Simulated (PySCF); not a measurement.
# State search for HfF

Unrestricted PBE0; Hf x2c-TZVPPall, F x2c-TZVPPall; spin-free X2C with a Gaussian nucleus (PySCF 2.14). Outer shells of the fragments: Hf 5d2 6s2; F 2s2 2p5.

Followed along the bond (rough minima from three points):

| 2Ms+1 | unpaired | ⟨S²⟩ at the start | R at minimum (Å) | Te (eV) |
| --- | --- | --- | --- | --- |
| 2 | δ ↑ | 0.94 | 1.82 | 0.00 |
| 4 | σ ↑, δ ↑↑ | 4.06 | 1.85 | 0.62 |
| 2 | π ↑ | 1.23 | 1.87 | 0.65 |
| 6 | σ ↑, π ↑↑, δ ↑↑ | 8.76 | 1.87 | 0.89 |
| 4 | σ ↑, π ↑, δ ↑ | 4.09 | 1.89 | 0.97 |
| 4 | σ ↑, π ↑, δ ↑ | 4.00 | 1.89 | 1.03 |

Solutions found at the starting distance of 2.015 Å, counted from the lowest of them; the search is not exhaustive and high or unbound solutions are not listed, so other states can lie among these:

```json
{"2Ms+1": "2", "unpaired": "δ ↑", "term": "mixed", "E (eV)": "0.00", "⟨S²⟩": "0.94", "⟨Lz²⟩": "7.01", "μ (D)": "-2.37"}
{"2Ms+1": "2", "unpaired": "π ↑", "term": "mixed", "E (eV)": "0.45", "⟨S²⟩": "1.23", "⟨Lz²⟩": "4.97", "μ (D)": "-2.52"}
{"2Ms+1": "4", "unpaired": "σ ↑, δ ↑↑", "term": "mixed", "E (eV)": "0.51", "⟨S²⟩": "4.06", "⟨Lz²⟩": "3.93", "μ (D)": "-3.72"}
{"2Ms+1": "6", "unpaired": "σ ↑, π ↑↑, δ ↑↑", "term": "mixed", "E (eV)": "0.71", "⟨S²⟩": "8.76", "⟨Lz²⟩": "6.77", "μ (D)": "-3.26"}
{"2Ms+1": "4", "unpaired": "σ ↑, π ↑, δ ↑", "term": "mixed", "E (eV)": "0.72", "⟨S²⟩": "4.09", "⟨Lz²⟩": "7.70", "μ (D)": "-2.73"}
{"2Ms+1": "4", "unpaired": "σ ↑, π ↑, δ ↑", "term": "mixed", "E (eV)": "0.76", "⟨S²⟩": "4.00", "⟨Lz²⟩": "8.15", "μ (D)": "-2.60"}
```

A term symbol is given only where ⟨S²⟩ and ⟨Lz²⟩ are close to those of a pure state; real π, δ and φ orbitals otherwise mix terms. A positive dipole means Hf(−)F(+).

Question: Compare the gap between the two lowest followed solutions at the starting distance with the gap between their minima.

Answer: At PBE0 the second solution (Ms = 1.5 of mixed spin, unpaired electrons σ ↑, δ ↑↑) lies +0.51 eV from the first (doublet, unpaired electrons δ ↑) at 2.015 Å and +0.62 eV at the minima; the two curves relax by different amounts, since their minima lie near 1.85 and 1.82 Å.

Spin–orbit coupling is left out. With d or f electrons several states lie close, and the lowest PBE0 determinant need not be the measured ground state.
